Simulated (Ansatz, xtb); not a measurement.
# Two isomers of C2H10OSSi3

Structure a is `C=C[Si@@H](O[SiH3])[SiH2]S`, a singlet and structure b is `C=C[SiH2]S[SiH2]O[SiH3]`, a singlet. Both are isolated molecules in the gas phase, relaxed with B3LYP-D3(BJ)/def2-SVP, each in the lowest conformer that the search found.

a (Å):

```xyz
17

C     0.2708   -0.1553    1.7649
C     0.5180   -0.8449    0.6422
O    -1.5841    0.5849   -0.7317
S     3.0396   -0.7210   -2.3168
Si   -0.3305   -0.4851   -0.9853
Si   -3.1587    0.7889   -0.2458
Si    1.2283    0.4776   -2.4509
H     0.7829   -0.3712    2.7093
H    -0.4637    0.6576    1.7869
H     1.2651   -1.6496    0.6726
H    -0.8492   -1.7599   -1.5696
H    -3.8072    1.8005   -1.1237
H    -3.9030   -0.5015   -0.3372
H    -3.1897    1.2711    1.1647
H     1.4883    1.9088   -2.1104
H     0.8290    0.3891   -3.8843
H     3.1909   -0.5276   -0.9853
```

b (Å):

| atom | x (Å) | y (Å) | z (Å) |
| --- | --- | --- | --- |
| C | 0.1379 | 0.0382 | 1.7551 |
| C | 0.2711 | -1.0063 | 0.9247 |
| O | 1.5418 | 1.2924 | -1.5314 |
| S | -0.4232 | -1.0730 | -2.3265 |
| Si | -1.0482 | -1.5136 | -0.2953 |
| Si | 0.0087 | 1.0257 | -2.0859 |
| Si | 2.9418 | 0.6871 | -0.8746 |
| H | 0.9361 | 0.3438 | 2.4406 |
| H | -0.7773 | 0.6408 | 1.7826 |
| H | 1.2155 | -1.5654 | 0.9332 |
| H | -1.2827 | -2.9826 | -0.2804 |
| H | -2.3024 | -0.7793 | 0.0335 |
| H | -0.1241 | 1.6335 | -3.4328 |
| H | -0.9595 | 1.6223 | -1.1275 |
| H | 4.0969 | 1.2373 | -1.6359 |
| H | 3.0533 | 1.1050 | 0.5503 |
| H | 2.9592 | -0.8001 | -0.9559 |

Q: Estimate E(b) − E(a) at the level CCSD(T)/def2-SVP + ΔMP2/def2-TZVPP.

A: Calculated at CCSD(T)/def2-SVP + ΔMP2/def2-TZVPP: E(b) − E(a) = −19.8 kcal/mol, so structure b lies lower.

How the difference moves with the method:

```tsv
level	geometry	E(b) − E(a) (kcal/mol)	departure from the last row (kcal/mol)	job, with rough time for the two
B3LYP-D3(BJ)/def2-SVP	B3LYP-D3(BJ)/def2-SVP	−18.4	+1.4	optimisation, 4.6 min
HF/def2-SVP	B3LYP-D3(BJ)/def2-SVP	−18.8	+1.0	part of the CCSD(T) run
MP2/def2-SVP	B3LYP-D3(BJ)/def2-SVP	−20.7	−0.9	part of the CCSD(T) run
CCSD(T)/def2-SVP	B3LYP-D3(BJ)/def2-SVP	−18.5	+1.3	single point
CCSD(T)/def2-SVP + ΔMP2/def2-TZVPP	B3LYP-D3(BJ)/def2-SVP	−19.8		single point, 95 s
```

As drawn, b has 1 S–Si, 1 Si–H in place of 1 Si–Si, 1 S–H.

The levels shown agree on the order. The largest departure from CCSD(T)/def2-SVP + ΔMP2/def2-TZVPP is that of B3LYP-D3(BJ)/def2-SVP, 1.4 kcal/mol. Levels run at GFN2-xTB geometries aren't shown. The last row adds to CCSD(T) the change of the MP2 difference between the two basis sets, here −1.3 kcal/mol.

With thermal terms from frequencies at re-optimised GFN2-xTB minima (ideal gas, soft modes damped towards free rotors, one conformer each, 298.15 K, 1 atm): the zero-point term adds +1.2 kcal/mol; ΔH is −19.0 and ΔG −18.1 kcal/mol.

The correlated steps freeze 23 core orbitals. Mirror images aren't counted in ΔG. Run with Ansatz 0.2.0, xtb 6.7.1; the last row on 4 threads of Arm Neoverse V2 on a shared host.
